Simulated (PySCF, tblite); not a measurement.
Isomers of C7H11FO, one GFN2-xTB conformer each. Single-point energies are computed at PBE0/pcSseg-1 (PySCF, gas phase, no added dispersion term), electronic only.

**Question.** Rank them by PBE0/pcSseg-1 energy, lowest first (kcal/mol).
A. `[CH3:1][C@@H:2]1[CH2:3][CH2:4][C@@H:5]([C:6](=[O:7])[F:8])[CH2:9]1` with C4–C5–C6–O7 9°, C1–C2–C3–C4 -163°, C2–C3–C4–C5 25°, C3–C4–C5–C6 -118°, C4–C5–C9–C2 -25°
B. `[CH2:1]=[CH:2][C@:3]([CH3:4])([CH2:5][CH3:6])[C:7](=[O:8])[F:9]` with C1–C2–C3–C4 64°, C2–C3–C5–C6 -60°, C2–C3–C7–O8 -3°
C. `[O:1]=[C:2]([F:3])[CH:4]1[CH2:5][CH2:6][CH2:7][CH2:8][CH2:9]1` with O1–C2–C4–C5 125°, C2–C4–C5–C6 -69°, C4–C5–C6–C7 -58°, C5–C6–C7–C8 59°, C6–C7–C8–C9 -58°
D. `[CH3:1][CH2:2][C@@H:3]1[CH2:4][CH2:5][C@@H:6]1[C:7](=[O:8])[F:9]` with C1–C2–C3–C4 -74°, C5–C6–C7–O8 152°, C2–C3–C4–C5 -133°, C3–C4–C5–C6 11°, C4–C5–C6–C7 105°, C2–C3–C6–C5 132°
E. `[CH3:1]/[C:2](=[CH:3]/[C:4](=[O:5])[F:6])[CH:7]([CH3:8])[CH3:9]` with C2–C3–C4–O5 0°, C1–C2–C7–C8 -117°

**Answer.** C (0.0), A (3.7), E (19.6), D (23.4), B (26.4).

As drawn, the highest has a C=C bond outside aromatic rings and a quaternary carbon, which the lowest lacks. GFN2-xTB itself gives, in the same order: 0.0, 2.1, 23.6, 19.0, 32.5. Both levels put the same isomer lowest; measured from each level's own lowest isomer, the values differ by up to 6.1 kcal/mol (C=C[C@](C)(CC)C(=O)F: 32.5 against 26.4).

**Question.** Which frontier levels, dipoles and rotational constants go with these structures?

**Answer.** 
```json
{"SMILES": "O=C(F)C1CCCCC1", "HOMO (eV, PBE0/pcSseg-1)": "-8.71", "LUMO (eV)": "-0.42", "dipole (D)": "3.06", "A, B, C (MHz)": "2570, 1362, 1147"}
{"SMILES": "C[C@@H]1CC[C@@H](C(=O)F)C1", "HOMO (eV, PBE0/pcSseg-1)": "-8.79", "LUMO (eV)": "-0.35", "dipole (D)": "3.15", "A, B, C (MHz)": "2899, 1083, 947.3"}
{"SMILES": "C/C(=C/C(=O)F)C(C)C", "HOMO (eV, PBE0/pcSseg-1)": "-8.02", "LUMO (eV)": "-1.78", "dipole (D)": "4.28", "A, B, C (MHz)": "2148, 1206, 930.6"}
{"SMILES": "CC[C@@H]1CC[C@@H]1C(=O)F", "HOMO (eV, PBE0/pcSseg-1)": "-8.48", "LUMO (eV)": "-0.41", "dipole (D)": "3.30", "A, B, C (MHz)": "2247, 1296, 1023"}
{"SMILES": "C=C[C@](C)(CC)C(=O)F", "HOMO (eV, PBE0/pcSseg-1)": "-7.88", "LUMO (eV)": "-0.42", "dipole (D)": "3.05", "A, B, C (MHz)": "2009, 1367, 1228"}
```

**Question.** What happens when harmonic zero-point energies from GFN2-xTB frequencies are added?

**Answer.** 
```json
{"SMILES": "O=C(F)C1CCCCC1", "ZPE (kcal/mol)": "106.3", "electronic (kcal/mol)": "0.0", "with ZPE (kcal/mol)": "0.0"}
{"SMILES": "C[C@@H]1CC[C@@H](C(=O)F)C1", "ZPE (kcal/mol)": "105.6", "electronic (kcal/mol)": "3.7", "with ZPE (kcal/mol)": "2.9"}
{"SMILES": "C/C(=C/C(=O)F)C(C)C", "ZPE (kcal/mol)": "103.3", "electronic (kcal/mol)": "19.6", "with ZPE (kcal/mol)": "16.5"}
{"SMILES": "CC[C@@H]1CC[C@@H]1C(=O)F", "ZPE (kcal/mol)": "105.0", "electronic (kcal/mol)": "23.4", "with ZPE (kcal/mol)": "22.0"}
{"SMILES": "C=C[C@](C)(CC)C(=O)F", "ZPE (kcal/mol)": "102.7", "electronic (kcal/mol)": "26.4", "with ZPE (kcal/mol)": "22.8"}
```

The zero-point energies span 3.6 kcal/mol. The order is unchanged.
